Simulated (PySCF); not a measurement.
Two-component Hartree-Fock for Ga³⁺ (gallium, charge +3)

Start: [Ar] 3d10. Calculated with PySCF 2.14 in x2c-TZVPall-2c with one added diffuse shell each of s, p, d type (7s8p5d1f, 63 functions): generalised Hartree-Fock with the X2C-1e Hamiltonian and a Gaussian nucleus; one run each with spin-orbit coupling (SO) switched off, then screened by Boettger's factors. This is a chosen level, not necessarily the ground level.

| spinor shell | electrons | ε, spin-free (eV) | ε, screened SO (eV) | weight of nominal j (screened SO) | rms radius, screened SO (bohr) |
| --- | --- | --- | --- | --- | --- |
| 1s1/2 | 2 | -10475.3 | -10475.0 | 1.000 | 0.0560 |
| 2s1/2 | 2 | -1374.3 | -1374.3 | 1.000 | 0.236 |
| 2p1/2 | 2 | -1196.3 | -1215.3 | 1.000 | 0.209 |
| 2p3/2 | 4 | -1196.3 | -1187.1 | 1.000 | 0.212 |
| 3s1/2 | 2 | -212.09 | -212.08 | 1.000 | 0.699 |
| 3p1/2 | 2 | -156.42 | -159.06 | 1.000 | 0.729 |
| 3d3/2 | 4 | -65.015 | -65.321 | 1.000 | 0.872 |
| 3d5/2 | 6 | -65.015 | -64.809 | 1.000 | 0.877 |

Where does 3p3/2 lie, and what is the 3p spin-orbit splitting (screened SO)?

At -155.15 eV, 3.912 eV above 3p1/2.

| quantity | spin-free | screened SO |
| --- | --- | --- |
| E (hartree) | -1940.15584 | -1940.21888 |
| M_J | 0 | 0 |
| ⟨J²⟩ | 0.000 | 0.000 |
| ⟨L²⟩ | 0.000 | 0.002 |
| ⟨S²⟩ | 0.000 | 0.002 |

Without spin-orbit coupling the j labels of p, d and f shells carry no meaning; the spin-free column gives the mean over the occupied spinors of each nl shell.
